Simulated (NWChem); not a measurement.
System: RbF; SMILES [F][Rb]

NWChem input:

```
start job
memory heap 200 mb stack 900 mb global 1100 mb
geometry units angstroms noautosym nocenter noautoz
  Rb     0.000000     0.000000    -0.489174
  F      0.000000     0.000000     1.828509
end
basis spherical
  Rb library def2-svpd
  F library def2-svpd
end
ecp
  Rb library def2-ecp
end
dft
  xc xpbe96 cpbe96
  iterations 150
end
tddft
  cis
  nroots 6
  notriplet
end
task tddft energy
```

Coordinates come from a PBE-D3(BJ)/def2-SVP optimisation. def2 effective core potentials on Rb; no spin-orbit coupling.

Vertical excitations in the gas phase.

Problem. Predict the main results of this run. (PBE/def2-SVPD with def2 effective core potentials on Rb, TDA.) Quantities: basis functions; lowest excitation, singlet (eV); lowest state with f > 0.02, singlet (eV); orbital gap (eV).

Solution. The number of basis functions is 50. The lowest excitation, singlet (eV) comes out as 3.05, the lowest state with f > 0.02, singlet (eV) comes out as 3.12 and the orbital gap (eV) is 2.99.
